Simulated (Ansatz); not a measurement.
CH4B2FGa, relaxed with RKS PBE-D4/def2-SVP in the Gaussian-basis code of Ansatz from a rough embedded geometry. The force threshold is 0.03 eV/Å; the program also tests the step.

Total charge 0; spin multiplicity 1. The bonds changed during the relaxation, so this is another structure than the one it started from.

Start:

```xyz
9

B    -1.221   -0.396    1.055
Ga   -0.118   -1.612   -0.835
C     1.083    0.534    0.078
B     0.048    0.487   -1.069
F    -0.220    0.591   -2.522
H    -1.781    0.359    1.724
H    -1.106   -1.523    1.394
H     1.954   -0.035   -0.078
H     1.362    1.594    0.254
```

Q: By how much does the energy fall, and how many steps does the optimiser take? (Best estimate.)

A: The calculation gave: 456.44 kJ/mol, in 22 steps, 1 of them rejected.

Q: Which bonds change most? (An estimate is asked.)

A: The calculation gave: B1–C3 from 2.670 to 1.633 Å; B1–B4 from 2.627 to 1.710 Å; B1–Ga2 from 2.503 to 2.193 Å; B4–F5 from 1.481 to 1.334 Å.

Q: Give the relaxed structure. (Estimate.)

A: Ansatz gave: 
```xyz
9

B    -0.314   -0.376    0.571
Ga   -1.807   -1.580   -0.492
C     0.853    0.722    0.256
B     0.087    0.242   -0.972
F     0.014    0.451   -2.287
H    -1.404   -0.046    1.081
H    -0.032   -1.556    0.858
H     1.898    0.382    0.382
H     0.705    1.762    0.603
```
